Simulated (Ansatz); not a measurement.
`C1COCOCCO1`, relaxed with RKS PBE-D4/def2-SVP in the Gaussian-basis code of Ansatz from a rough embedded geometry. The force threshold is 0.03 eV/Å; the program also tests the step.

The species carries charge 0 and has multiplicity 1.

Start:

```xyz
18

C     0.508    0.730    1.475
C     0.782    1.495    0.169
O    -0.345    1.634   -0.673
C    -0.548    0.657   -1.643
O    -1.196   -0.502   -1.226
C    -0.411   -1.515   -0.630
C    -0.331   -1.437    0.904
O     0.728   -0.659    1.407
H     1.208    1.086    2.237
H    -0.518    0.948    1.800
H     1.611    1.015   -0.368
H     1.070    2.519    0.423
H    -1.229    1.117   -2.369
H     0.414    0.401   -2.132
H    -0.907   -2.452   -0.900
H     0.605   -1.516   -1.050
H    -1.296   -1.077    1.286
H    -0.145   -2.444    1.291
```

```tsv
step	energy (eV)	largest force (eV/Å)	largest move (Å)
1	-11466.3688	0.713	0.000
2	-11466.4387	0.266	0.048
3	-11466.4511	0.060	0.057
4 (rejected)	-11466.4440	0.235	0.067
5	-11466.4547	0.019	0.033
6	-11466.4585	0.063	0.086
7 (rejected)	-11466.4493	0.219	0.041
8	-11466.4592	0.003	0.019
```

End:

```xyz
18

C     0.545    0.739    1.453
C     0.738    1.595    0.201
O    -0.370    1.645   -0.681
C    -0.491    0.632   -1.645
O    -1.217   -0.501   -1.249
C    -0.509   -1.568   -0.641
C    -0.314   -1.450    0.871
O     0.776   -0.645    1.274
H     1.286    1.077    2.210
H    -0.475    0.929    1.866
H     1.657    1.246   -0.331
H     0.914    2.644    0.525
H    -1.078    1.083   -2.472
H     0.525    0.329   -2.015
H    -1.108   -2.482   -0.842
H     0.492   -1.706   -1.119
H    -1.269   -1.099    1.331
H    -0.103   -2.469    1.264
```

Hardware: 2 threads of an AMD EPYC 7R13 on a shared host. Wall time 29 s, peak host memory 0.29 GiB.
